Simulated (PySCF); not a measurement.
Cartesian coordinates (Å):
```xyz
7

Zr     0.1190    -0.0280    -0.0025
F     -1.4124    -1.0527    -0.5369
F      1.5027    -0.2545    -1.3119
O      0.7467    -0.6764     1.6890
H      1.0481    -0.9094     2.5685
O     -0.3657     1.8252     0.0804
H     -0.5786     2.7487     0.2232
```
Charge 0, spin multiplicity 1.

Question: What is the computed LUMO, HOMO–LUMO gap and total energy (TPSSh-D3(BJ)/def2-TZVP // r2SCAN-D4/def2-SVP (PySCF))?

Answer: 
- LUMO = -0.61 eV
- HOMO–LUMO gap = 8.00 eV
- total energy = -398.8446 Ha
